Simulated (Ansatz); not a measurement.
Total energies of Al9N9H26, a nanocrystal cut from wurtzite AlN (hydrogen-capped) from Ansatz at PBE0-D4/def2-TZVP, gas phase (1 Eh = 27.2114 eV = 2625.5 kJ/mol). The reference geometry is relaxed at PBE-D4/def2-SVP.

Cartesian coordinates in Å:
```
N 2.651 -0.580 -1.761
Al 2.199 0.900 -0.583
N 1.333 2.142 -1.892
Al 1.531 -0.910 1.718
N 0.722 0.390 0.486
Al 0.215 1.789 1.656
Al -0.483 2.666 -1.486
N -0.695 3.051 0.396
N -1.310 1.193 2.706
Al 1.197 -1.287 -2.891
Al 0.726 -3.239 -0.376
N 0.479 -2.499 1.417
N -0.061 -1.826 -1.525
Al -0.692 -0.412 -0.450
N -1.423 0.977 -1.650
Al -1.377 -2.296 1.996
N -2.065 -0.928 0.735
Al -2.875 0.538 1.701
H 3.476 -0.352 -2.337
H 2.950 -1.392 -1.181
H 3.424 1.717 0.033
H 1.945 2.948 -2.092
H 1.258 1.613 -2.789
H 3.061 -1.031 1.190
H 1.300 -0.243 3.179
H 1.307 2.665 2.422
H -1.016 3.842 -2.425
H -0.469 4.029 0.630
H -1.719 2.946 0.571
H -1.018 0.384 3.293
H -1.594 1.918 3.384
H 1.678 -2.463 -3.863
H 0.610 0.061 -3.636
H 2.317 -3.222 -0.717
H -0.101 -4.597 -0.599
H 0.864 -3.227 2.047
H -0.853 -2.293 -1.998
H -1.368 0.646 -2.628
H -2.425 1.119 -1.436
H -1.377 -1.567 3.451
H -2.231 -3.642 1.802
H -2.817 -1.413 0.217
H -3.177 1.760 0.636
H -4.096 0.126 2.648
```

```json
{"state": "charge 0 singlet", "geometry": "reference", "energy (Eh)": "-2689.86570"}
{"state": "charge 1 doublet", "geometry": "reference", "energy (Eh)": "-2689.54653"}
{"state": "charge -1 doublet", "geometry": "reference", "energy (Eh)": "-2689.85809"}
{"state": "free N atom (quartet)", "geometry": "–", "energy (Eh)": "-54.54382"}
{"state": "free Al atom (doublet)", "geometry": "–", "energy (Eh)": "-242.24894"}
{"state": "free H atom (doublet)", "geometry": "–", "energy (Eh)": "-0.50104"}
```

Single mean-field runs in def2-TZVP are fitted with def2-universal-jkfit.

(1) Work out the vertical ionisation energy to the doublet.

(2) Work out the vertical electron affinity, to the doublet.

(3) Give the fundamental gap IE − EA, the Mulliken electronegativity (IE + EA)/2 and the hardness (IE − EA)/2.

(4) What is the binding energy per atom against free atoms?

(1) E(charge 1 doublet) − E(charge 0 singlet) = -2689.54653 − (-2689.86570) = 0.31917 Eh = 8.69 eV. For comparison, −ε of the highest occupied level is 7.26 eV at this level, 1.43 eV less.

(2) E(charge 0 singlet) − E(charge -1 doublet) = -2689.86570 − (-2689.85809) = -0.00761 Eh = -0.21 eV; negative, so the extra electron isn't bound. The basis lacks diffuse functions, which makes affinities too small.

(3) From the values in Eh: IE − EA = 0.31917 − (-0.00761) = 0.32678 Eh = 8.89 eV; (IE + EA)/2 = 4.24 eV; (IE − EA)/2 = 4.45 eV. The HOMO–LUMO gap of the same run is 6.55 eV, 2.34 eV smaller than the fundamental gap.

(4) Atoms: 9 × (-54.54382) + 9 × (-242.24894) + 26 × (-0.50104) = -2684.16188 Eh. Binding: -2684.16188 − (-2689.86570) = 5.70382 Eh = 155.21 eV, or 3.53 eV for each of 44 atoms (no zero-point energy, no counterpoise term).

At PBE0-D4/def2-TZVP the highest occupied level of the charge -1 doublet lies above zero (up to 1.26 eV). Energy differences disagree on whether the electron is bound (positive means bound): -0.21 eV (vertical, against the charge 0 singlet, at PBE0-D4/def2-TZVP), but 0.06 eV at BLYP-D4/def2-TZVP.
